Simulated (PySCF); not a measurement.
Isomers of C6H15N, from PBE0-D3(BJ)/def2-SVP geometry optimisation, gas phase (PySCF 2.14.0). One conformer each, no zero-point energy, no frequencies.

**Question.** Which isomer lies lower at this level?
A. `[CH3:1][CH2:2][N:3]([CH3:4])[CH:5]([CH3:6])[CH3:7]` with C1–C2–N3–C4 75°, C2–N3–C5–C6 71° (methylethylisopropylamine): A = 3450, B = 1808, C = 1541 MHz, dipole 0.49 D
B. `[CH3:1][NH:2][CH2:3][C:4]([CH3:5])([CH3:6])[CH3:7]` with C1–N2–C3–C4 174° (n,2,2-trimethylpropan-1-amine): A = 4158, B = 1484, C = 1467 MHz, dipole 0.86 D

**Answer.** B. That is n,2,2-trimethylpropan-1-amine (`CC(C)(CNC)C`), 5.3 kcal/mol below the other.

```tsv
SMILES	mapped SMILES	E (Eh)	relative (kcal/mol)	relative (kJ/mol)	dipole (D)
CNCC(C)(C)C	[CH3:1][NH:2][CH2:3][C:4]([CH3:5])([CH3:6])[CH3:7]	-291.86864	0.0	0.0	0.86
CCN(C)C(C)C	[CH3:1][CH2:2][N:3]([CH3:4])[CH:5]([CH3:6])[CH3:7]	-291.86024	5.3	22.1	0.49
```

As drawn, the lower has an N–H bond and a quaternary carbon, which the higher lacks.
